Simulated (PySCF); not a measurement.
Dissociation curve of H4B2, SMILES BB. The B1–B4 bond (B1 also carries H, H; B4 carries H, H) is stretched with both fragments frozen at the PBE0/def2-TZVP optimised geometry. Each curve is given relative to its own lowest point near equilibrium.

| R / Å | A | B | C |
|---|---|---|---|
| 1.22 | 393.9 | 412.6 | 412.6 |
| 1.31 | 214.7 | 227.0 | 227.0 |
| 1.39 | 113.4 | 121.5 | 121.5 |
| 1.48 | 45.2 | 49.7 | 49.7 |
| 1.54 | 19.3 | 22.1 | 22.1 |
| 1.58 | 8.7 | 10.5 | 10.5 |
| 1.63 | 1.5 | 2.3 | 2.3 |
| 1.69 | 0.0 | 0.0 | 0.0 |
| 1.73 | 2.5 | 2.1 | 2.1 |
| 1.79 | 10.5 | 9.6 | 9.6 |
| 1.88 | 29.4 | 28.2 | 28.2 |
| 2.02 | 69.5 | 68.4 | 68.4 |
| 2.20 | 129.8 | 129.9 | 129.9 |
| 2.42 | 205.7 | 208.6 | 208.6 |
| 2.69 | 321.9 | 289.2 | 300.8 |
| 2.90 | 377.4 | 320.8 | 366.4 |
| 3.28 | 419.6 | 345.3 | 469.8 |
| 3.58 | 431.7 | 352.1 | 538.2 |
| 4.00 | 438.1 | 355.5 | 616.9 |
| 4.43 | 440.1 | 356.4 | 680.6 |
| 4.86 | 440.7 | 356.5 | 730.9 |
| 5.69 | 441.0 | 356.5 | 798.2 |

Energies in kJ/mol.

Question: Which curve belongs to which method? The methods are RHF/cc-pVDZ run with PySCF; UHF/cc-pVDZ (PySCF); MP2 on UHF/cc-pVDZ, 2 core orbitals frozen in PySCF.

Answer: A is UMP2; B is UHF; C is RHF.

The unrestricted determinant behind UHF, UMP2 is spin-contaminated at 2.69 to 5.69 Å (<S²> up to 1.0, against 0.00 for a pure singlet). The restricted form behind RHF keeps the bonding electrons paired and can't separate into open-shell fragments.
